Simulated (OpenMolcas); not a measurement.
**Yb V: CASPT2 settings compared**

```
Program             : OpenMolcas
Basis               : ANO-RCC-VDZ [7s6p4d2f]
Scalar Hamiltonian  : DKH2, point nucleus
Active space        : 12 electrons in 7 orbitals (4f)
State averaging     : 2S+1 = 3 even, 21 roots; 2S+1 = 1 even, 27 roots kept (CI in the orbitals of an earlier block)
Spin-orbit coupling : state interaction with AMFI integrals over the reference wave functions, term energies averaged over their components
```

Methods on the same reference wave functions:
A. CASSCF
B. SS-CASPT2, IPEA 0.5 Eh, sigma2 regulariser 0.4 Eh (closed shells correlated: none)
C. SS-CASPT2, IPEA 0.5 Eh, sigma2 regulariser 0.3 Eh (closed shells correlated: 4d 5s 5p)
D. XMS-CASPT2, IPEA 0.3 Eh, imaginary shift 0.4 Eh (closed shells correlated: 5s 5p)

Energies in cm-1 above 4f12 3H6, the measured ground level; measured values from the list in Tchang-Brillet, Wyart, Meftah and Ait Mammar, Atoms 6, 52 (2018).

| Level | A | B | C | D | Measured |
| --- | --- | --- | --- | --- | --- |
| 4f12 3H6 | 0.0 | 0.0 | 0.0 | 0.0 | 0.0 |
| 4f12 3F4 [55 %] | 7203 | 7060 | 6140 | 6890 | 6112 |
| 4f12 3H5 | 10085 | 10090 | 10100 | 10100 | 9580 |
| 4f12 3H4 [55 %] | 15627 | 15530 | 15080 | 15450 | 14405 |
| 4f12 3F3 | 18628 | 18260 | 17070 | 17990 | 16372 |
| 4f12 3F2 | 19790 | 19390 | 17850 | 18940 | 16877 |
| 4f12 1G4 [53 %] | 25722 | 25780 | 25300 | 25730 |  |
| 4f12 1I6 | 45344 | 44870 | 43780 | 43630 | 39038 |
| 4f12 3P1 | 49952 | 48710 | 45030 | 46770 |  |
| 4f12 3P2 [62 %] | 51267 | 50280 | 46960 | 48660 | 43120 |
| 4f12 3P0 | 51575 | 50330 | 46650 | 48390 |  |

Deviations, from unrounded energies. A percentage is the sum of absolute deviations over the sum of measured energies, with the sign that they share, or ± where signs differ.

```tsv
Against measurement	Levels	A	B	C	D
mean absolute deviation (cm-1)	7	3200	2900	1600	2300
fine structure of the ground term (%)	2	+7.2	+6.8	+5.0	+6.5
other terms of the ground configuration (%)	5	+17.0	+15.1	+8.5	+12.0
```

C lies closest to measurement on these levels and A furthest from it. The largest miss of C in the table is 4f12 1I6, by +4700 cm-1. The ranking rests on the paired levels alone, and a cruder setting can come out closer through cancelling errors.

Among B to D the level of the table that moves most is 4f12 3P0, by 3700 cm-1 (lowest in C, highest in B). Moves below CASPT2's spread within the term are not significant.

From A to B the spin-free energies of the other terms of 4f12 shown, above 3H, scale by factors of 0.96 to 1.02.

The lowest spin-free term lies below A's lowest term by 0.253 hartree in B, 0.559 hartree in C, 0.419 hartree in D.

CASPT2 does not keep the components of a term degenerate, so their means are used; among the terms shown or strongly mixed into the levels shown the widest spread is 530 cm-1 (4f12 1I, C). Terms from blocks run as CI alone lack orbitals of their own. The basis is small and was not contracted for so high a charge. Without dynamic correlation excited terms often stand tens of per cent too high (terms of higher spin than the ground term too low), and those without a measured partner can miss by more than the paired ones (holds for A). Some terms miss by over 15 % even with CASPT2, which points to a basis or an active space too small for the shells correlated (holds for B). The CASPT2 spread within a term exceeds the gap to the next term for 4f12 3P and 4f12 1I, so the order of their levels is uncertain (holds for C). Computed and measured levels are paired by configuration, term and J; levels that our copy of the source lacks, or whose pairing is in doubt (as where it misses far off the trend of its configuration), stay unpaired and out of the deviations. Levels of configurations outside the active space are missing. The table leaves out levels that lie high or whose names do not pair safely across all columns.

A share in square brackets marks a mixed level and gives the weight of the term that names it, the lowest over the columns.
